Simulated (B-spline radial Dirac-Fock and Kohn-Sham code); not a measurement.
**Au 5d3/2: cross section and angular parameters**

System: atomic gold in the configuration [Xe] 4f14 5d10 6s1; threshold 11.53 eV (orbital energy of the model). Method: Dirac-Hartree-Slater photoionisation with a Latter tail; cross sections with all multipoles, angular parameters from the dipole term and its interference with E2. Computed with a radial atomic solver.

Input of the calculation (task.json; shells as n, l, electrons):

```json
{"items": [{
  "Z": 79,
  "q": 0,
  "cfg": [[1, 0, 2], [2, 0, 2], [2, 1, 6], [3, 0, 2], [3, 1, 6], [3, 2, 10], [4, 0, 2], [4, 1, 6], [4, 2, 10], [4, 3, 14], [5, 0, 2], [5, 1, 6], [5, 2, 10], [6, 0, 1]],
  "A": 197,
  "rrms": 5.4371,
  "do": "xps",
  "hv": [56.5, 60, 100, 106.0, 109.0, 200, 203.0, 273.0, 300, 308.0, 332.0, 420.0, 522.0, 544.0, 600, 610.0, 746.0, 802.0, 892.0, 1000, 1810.0, 2440.0, 3190.0, 4640.0, 5540.0, 5990.0, 9520.0, 10400.0, 12000, 15000],
  "edges": {"K": 80725.0, "L1": 14353.0, "L2": 13734.0, "L3": 11919.0, "M1": 3425.0, "M2": 3148.0, "M3": 2743.0, "M4": 2291.0, "M5": 2206.0, "N1": 762.1, "N2": 642.7, "N3": 546.3, "N4": 353.2, "N5": 335.1, "N6": 87.6, "N7": 83.9, "O1": 107.2, "O2": 74.2}
}]}
```

Command: `python xray2_run.py task.json out`

For linearly polarised light dσ/dΩ = σ/(4π) [1 + β P₂(cos θ) + (δ + γ cos²θ) sin θ cos φ], with θ from the polarisation vector and φ the angle between the beam and the projection of the electron momentum on the plane normal to the polarisation.

| hν (eV) | σ (kb) | β | γ | δ |
| --- | --- | --- | --- | --- |
| 56.5 | 6720 | 0.835 | 0.006 | 0.010 |
| 60 | 5600 | 0.909 | 0.008 | 0.011 |
| 100 | 842 | 1.619 | 0.107 | 0.020 |
| 106 | 653 | 1.706 | 0.135 | 0.019 |
| 109 | 576 | 1.747 | 0.151 | 0.019 |
| 200 | 41.5 | 0.530 | 0.269 | -0.025 |
| 203 | 40.1 | 0.415 | 0.242 | -0.022 |
| 273 | 34.2 | -0.679 | -0.105 | 0.063 |
| 300 | 35.8 | -0.572 | -0.076 | 0.074 |
| 308 | 36.3 | -0.526 | -0.062 | 0.076 |
| 332 | 37.4 | -0.382 | -0.014 | 0.076 |
| 420 | 38.7 | 0.080 | 0.131 | 0.059 |
| 522 | 36.2 | 0.431 | 0.196 | 0.036 |
| 544 | 35.4 | 0.488 | 0.199 | 0.032 |
| 600 | 33.2 | 0.612 | 0.197 | 0.022 |
| 610 | 32.8 | 0.632 | 0.196 | 0.021 |
| 746 | 27.3 | 0.842 | 0.155 | 0.007 |
| 802 | 25.2 | 0.906 | 0.132 | 0.004 |
| 892 | 22.2 | 0.990 | 0.097 | 0.001 |
| 1000 | 19.1 | 1.070 | 0.058 | -0.001 |
| 1810 | 7.16 | 1.336 | -0.035 | 0.012 |
| 2440 | 3.89 | 1.396 | 0.044 | 0.025 |
| 3190 | 2.11 | 1.416 | 0.197 | 0.039 |
| 4640 | 0.824 | 1.397 | 0.528 | 0.063 |
| 5540 | 0.510 | 1.371 | 0.723 | 0.077 |
| 5990 | ? | ? | ? | ? |
| 9520 | 0.105 | 1.238 | 1.408 | 0.140 |
| 10400 | 0.0796 | 1.210 | 1.528 | 0.154 |
| 12000 | 0.0505 | 1.161 | 1.723 | 0.180 |
| 15000 | 0.0243 | 1.079 | 2.020 | 0.229 |

Question: Give the values at 5990 eV.

Answer: σ = 0.411 kb, β = 1.357, γ = 0.814, δ = 0.084.
